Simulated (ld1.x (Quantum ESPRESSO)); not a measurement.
Transferability test, TM potential for lanthanum

ld1.x (Quantum ESPRESSO) 7.5 input, shortened:

```
&input
   title='La', zed=57., rel=1, dft='BLYP', iswitch=3,
   config='[Xe] 4f0 5d1 6s2 6p0'
 /
 &inputp
   pseudotype=2, tm=.true., lloc=0,
   nlcc=.true., rcore=1.15
 /
4
5P  2  1   6.00   0.00  3.00  3.00  0.0
5D  3  2   1.00   0.00  3.85  3.85  0.0
4F  4  3   0.00   0.00  1.55  1.55  0.0
5S  1  0   2.00   0.00  2.05  2.05  0.0
 &test
   configts(1)='4f0 5s2 5p6 5d1 6s2 6p0'
 /
```

Occupied shells without a wave of their own: 6s. They enter only through the test configuration that unscreens the potential, and ld1.x also counts them in the model core charge.

Energies are relative to the spin-unpolarised reference configuration 4f0 5s2 5p6 5d1 6s2 6p0; without spin polarisation the order of configurations can differ from experiment. Not all tests gave a result: 1 of 7 tests not solved or not reliable. Left out of the table: 4f1 5s2 5p6 5d0 6s2 6p0 (solver errors, printed error -290 eV).

ld1.x takes every shell without a wave as core, so the model core holds the 6s electrons as well and exchange and correlation see them twice. This cancels in the reference configuration, but the file is broken for other ones, and its errors say nothing about a proper core correction.

```json
{"valence configuration": "4f0 5s2 5p6 5d1 6s1 6p0", "charge": "+1", "ΔE all-electron (eV)": "5.870", "error AE − PS (meV)": "-390"}
{"valence configuration": "4f0 5s2 5p6 5d1 6s0 6p0", "charge": "+2", "ΔE all-electron (eV)": "16.832", "error AE − PS (meV)": "-1173"}
{"valence configuration": "4f0 5s2 5p6 5d0 6s0 6p0", "charge": "+3", "ΔE all-electron (eV)": "35.699", "error AE − PS (meV)": "-1725"}
{"valence configuration": "4f0 5s2 5p6 5d1 6s1.5 6p0", "charge": "+0.5", "ΔE all-electron (eV)": "2.333", "error AE − PS (meV)": "-153"}
{"valence configuration": "4f0 5s2 5p6 5d1 6s1 6p1", "charge": "0", "ΔE all-electron (eV)": "2.402", "error AE − PS (meV)": "-226"}
{"valence configuration": "4f0 5s2 5p6 5d1.5 6s1.5 6p0", "charge": "0", "ΔE all-electron (eV)": "0.369", "error AE − PS (meV)": "-106"}
```

Levels in the configuration 4f0 5s2 5p6 5d1 6s1.5 6p0:

```csv
level,all-electron (eV),pseudo (eV)
5s,-41.492,-41.636
5p,-24.924,-25.060
5d,-5.518,-5.638
6s,-5.844,-6.229
```
